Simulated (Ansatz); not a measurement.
`[F][In-]([F])([F])[SH2+]`, relaxed with RKS PBE0-D4/def2-TZVP in Ansatz from a PBE-D4/def2-SVP geometry. The force threshold is 0.005 eV/Å; the program also tests the step.

Total charge 0; spin multiplicity 1. In takes the def2 core potential.

Start:

```xyz
7

F    -1.517    2.012   -1.238
In   -0.836    0.648   -0.001
F    -1.604   -1.185    0.086
F     0.136    1.112    1.669
S     1.472   -0.629   -0.727
H     0.636   -1.658   -0.371
H     1.714   -0.301    0.583
```

```tsv
step	energy (eV)	largest force (eV/Å)	largest move (Å)
1	-24187.7509	0.721	0.000
2	-24187.8140	0.677	0.111
3	-24187.8458	0.442	0.102
4	-24187.8578	0.112	0.146
5	-24187.8656	0.136	0.078
6	-24187.8666	0.107	0.036
7	-24187.8672	0.009	0.010
8	-24187.8672	0.002	0.003
```

End:

```xyz
7

F    -1.386    1.925   -1.250
In   -0.876    0.619    0.082
F    -1.813   -1.086    0.143
F    -0.046    1.225    1.735
S     1.385   -0.548   -0.747
H     0.843   -1.746   -0.453
H     1.892   -0.390    0.491
```

It took 34 s on 4 threads of a server CPU on a shared host, with 0.51 GiB of host memory at the peak.
